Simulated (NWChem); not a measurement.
System: C$_{2}$H$_{3}$BrF$_{2}$; SMILES BrCC(F)F

The following NWChem deck was run.

```
start job
memory heap 200 mb stack 900 mb global 1100 mb
geometry units angstroms noautosym nocenter noautoz
  F     -1.289748     1.558990     0.077203
  C     -0.008027     1.413699    -0.302069
  F      0.645740     2.562846    -0.014144
  C      0.654847     0.298918     0.471694
  Br    -0.108463    -1.418524     0.045617
  H      0.021980     1.253113    -1.394063
  H      0.526645     0.477397     1.547403
  H      1.723391     0.262237     0.227507
end
basis spherical
  * library 6-31g*
end
dft
  xc xpbe96 cpbe96
  iterations 150
end
cosmo
  dielec 1.5
end
task dft energy
```

The geometry was optimised at PBE0/def2-SVP.

Level: PBE/6-31G* with COSMO at NWChem's default radii, gas-phase geometry; the question gives the dielectric constant.

### Question
Predict the main results of this run. (PBE/6-31G* (spherical d), COSMO on the gas-phase geometry.) Quantities: electrostatic solvation energy (kcal/mol); dipole in solution (D).

### Answer
- electrostatic solvation energy (kcal/mol): -1.1
- dipole in solution (D): 1.43
